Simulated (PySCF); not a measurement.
UHF on P (phosphorus, neutral), [Ne] 3s2 3p2 3d1, one real determinant (an excited configuration). Calculation: PySCF 2.14, in aug-cc-pwCVDZ (6s5p3d, 36 functions); the non-relativistic Hamiltonian (point nucleus).

```
cycle= 1 E= -340.331383462975  delta_E= -0.00183  |g|= 0.0153  |ddm|= 0.0919
cycle= 2 E= -340.333701321947  delta_E= -0.00232  |g|= 0.0187  |ddm|= 0.214
cycle= 3 E= -340.335147682795  delta_E= -0.00145  |g|= 0.0229  |ddm|= 0.0927
cycle= 4 E= -340.331189809565  delta_E= 0.00396  |g|= 0.00205  |ddm|= 0.435
cycle= 5 E= -340.331192197807  delta_E= -2.39e-06  |g|= 0.00127  |ddm|= 0.00959
cycle= 6 E= -340.331194729591  delta_E= -2.53e-06  |g|= 0.000174  |ddm|= 0.00946
cycle= 7 E= -340.331194727362  delta_E= 2.23e-09  |g|= 4.42e-05  |ddm|= 0.00117
cycle= 8 E= -340.331194726173  delta_E= 1.19e-09  |g|= 1.03e-05  |ddm|= 0.000349
cycle= 9 E= -340.331194725956  delta_E= 2.17e-10  |g|= 1.44e-06  |ddm|= 0.000117
converged SCF energy = -340.331194725956  <S^2> = 3.7526271  2S+1 = 4.0013133
```

Highest occupied orbital energy: 0.213 eV; ⟨L²⟩ = 8.01; populations by l: s 6.00, p 8.00, d 1.00.

Task: Can this result be used?

Result: Not for this state. The run converged. ⟨L²⟩ = 8.01 against 12 for a pure F term, so this real determinant mixes terms. The outer electron is Rydberg-like, and this basis confines it to a smaller radius and binds it less than a complete one would. At UHF the highest occupied level has a positive energy, so only the finite basis holds that electron; for this excited configuration the basis is too tight for the outer shell.
